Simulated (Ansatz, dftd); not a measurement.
Reaction: CH6NSi (SMILES NC[SiH2], doublet) → CH6NSi (SMILES C[SiH]N, doublet)
Each species at its own B3LYP-D3(BJ)/def2-TZVP minimum (Ansatz, an electronic-structure program), one conformer.

Property: isomerisation energy (electronic), in kJ/mol. Radicals and triplets start from unrestricted determinants; spin-orbit coupling is neglected. Correlated methods leave the cores frozen. No relativity. Double hybrids freeze cores in their MP2 part.

```tsv
level	program	isomerisation energy (kJ/mol)
PBE-D4/def2-TZVPD	Ansatz + dftd4	-130.3
r2SCANh-D4/def2-TZVPD	Ansatz + dftd4	-144.0
r2SCANh/def2-TZVPD	Ansatz	-144.1
B2PLYP-D3(BJ)/def2-TZVPD	Ansatz + dftd3	-144.1
CCSDT(Q)/cc-pV(D+d)Z	Ansatz	-116.9
```
